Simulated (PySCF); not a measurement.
Spectroscopy problems

PySCF 2.14 calculation with GFN2-xTB geometry and σ from GIAO-PBE0/pcSseg-1; single conformer, no relativistic terms, gas phase, rapidly exchanging positions averaged.

Referencing at the same level of theory: ¹H (σ = 31.72 ppm), ¹³C (σ = 186.93 ppm) vs TMS. Splittings of carbon signals by F and P are missing where no couplings were computed. Where no couplings were computed, multiplicities follow the n + 1 count of equivalent neighbours, and m marks all less simple cases (inequivalent or close neighbours, rings, F or P nearby). Shifts are as computed. Against solution values, carbons near 30 ppm lie about +3 ppm off and those near 130 ppm about +5 ppm. Of 1309 compounds with measured shifts, 239 miss one by over three times the rms of a fit or turn the order of signals round; such compounds aren't used in these exercises.

Q: C2H14Si4. ¹H NMR (500 MHz, computed): δ 3.55 (s, 9H), 1.23 (t, 3H), 0.92 (q, 2H). ¹³C{¹H} NMR (computed): δ 15.6, 8.9. Identify the compound.

A: `CC[Si]([SiH3])([SiH3])[SiH3]`. Rings plus π bonds: 0. 2 carbon signals for 2 carbons: no two carbons are equivalent. Carbon types of the structure: 1 × CH2, 1 × CH3, leaving 9 H on heteroatoms. δC 15.6: methyl carbon; a saturated carbon with 1 carbon neighbour and no heteroatom attached. δC 8.9: sp3 CH2 bonded to Si; an electropositive neighbour leaves it electron-rich and shielded. δH 3.55: hydrogen on a silicon bonded to Si. δH 0.92: hydrogen on an sp3 CH2 bonded to Si.

The data come from this structure; uniqueness wasn't tested.

Q: C3H10F3NSi3. ¹H NMR (400 MHz, computed): δ 4.86 (t, 2H), 4.75 (s, 6H), 1.86 (m, 2H). ¹³C{¹H} NMR (computed): δ 168.3 (C), 136.1 (C), 17.0 (CH2). Give a structure.

A: `FC(F)=C(F)C[SiH2]N([SiH3])[SiH3]`. The formula gives 1 degree of unsaturation (no ring in the answer). 3 carbon signals for 3 carbons: no two carbons are equivalent. Carbon types of the structure: 2 × C, 1 × CH2, leaving 8 H on heteroatoms. δC 168.3, 136.1: fully substituted alkene carbon. δH 4.86: hydrogen on a silicon bonded to C, N. δH 4.75: hydrogen on a silicon bonded to N. δH 1.86: hydrogen on an allylic sp3 CH2 bonded to Si; allylic position.

The shifts were computed for this structure.
